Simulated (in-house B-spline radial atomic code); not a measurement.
Inner levels of bismuth as electrons are removed. A shift is the extra binding of the orbital against the neutral atom ([Xe] 4f14 5d10 6s2 6p3). Computed with a B-spline radial code for spherical atoms: non-relativistic Hartree-Fock, average of the configuration, point nuclei.

This level leaves out relativity, spin-orbit splitting included, which matters for heavy ions.

```csv
ion,configuration,shift of 2s (eV),shift of 4p (eV),shift of 4d (eV),radius of 2s (bohr),radius of 4p (bohr),radius of 4d (bohr),Σ<r²> (bohr²),change of density at nucleus (bohr⁻³)
Bi24+,[Kr] 4d10 4f13,630.72,591.75,591.8,0.076576,0.41447,0.41411,6.6624,-399.56
Bi25+,[Kr] 4d10 4f12,689.6,642.19,641.73,0.076578,0.41229,0.41112,6.3565,-370.86
Bi26+,[Kr] 4d10 4f11,750.04,693.54,692.62,0.076581,0.41009,0.40813,6.0658,-340.56
Bi27+,[Kr] 4d10 4f10,812.03,745.78,744.44,0.076584,0.40786,0.40515,5.789,-308.66
Bi28+,[Kr] 4d10 4f9,875.57,798.9,797.18,0.076587,0.40562,0.40218,5.525,-275.18
Bi29+,[Kr] 4d10 4f8,?,?,?,?,?,?,?,?
Bi30+,[Kr] 4d10 4f7,?,?,?,?,?,?,?,?
Bi31+,[Kr] 4d10 4f6,1075.34,963.34,960.83,0.076596,0.39881,0.39336,4.8015,-165.21
Bi32+,[Kr] 4d10 4f5,?,?,?,?,?,?,?,?
Bi33+,[Kr] 4d10 4f4,1216.05,1077.08,1074.33,0.076603,0.39425,0.38757,4.3686,-84.012
Bi34+,[Kr] 4d10 4f3,1288.65,1135.16,1132.38,0.076606,0.39197,0.38471,4.1651,-41.075
```

Question: Fill in the row of Bi29+.

Answer: shift of 2s (eV): 940.64; shift of 4p (eV): 852.87; shift of 4d (eV): 850.84; radius of 2s (bohr): 0.07659; radius of 4p (bohr): 0.40336; radius of 4d (bohr): 0.39922; Σ<r²> (bohr²): 5.273; change of density at nucleus (bohr⁻³): -240.1.

Question: Fill in the row of Bi30+.

Answer: shift of 2s (eV): 1007.23; shift of 4p (eV): 907.69; shift of 4d (eV): 905.39; radius of 2s (bohr): 0.076593; radius of 4p (bohr): 0.40109; radius of 4d (bohr): 0.39628; Σ<r²> (bohr²): 5.0321; change of density at nucleus (bohr⁻³): -203.45.

Question: Fill in the row of Bi32+.

Answer: shift of 2s (eV): 1144.95; shift of 4p (eV): 1019.8; shift of 4d (eV): 1017.14; radius of 2s (bohr): 0.0766; radius of 4p (bohr): 0.39653; radius of 4d (bohr): 0.39045; Σ<r²> (bohr²): 4.5805; change of density at nucleus (bohr⁻³): -125.4.
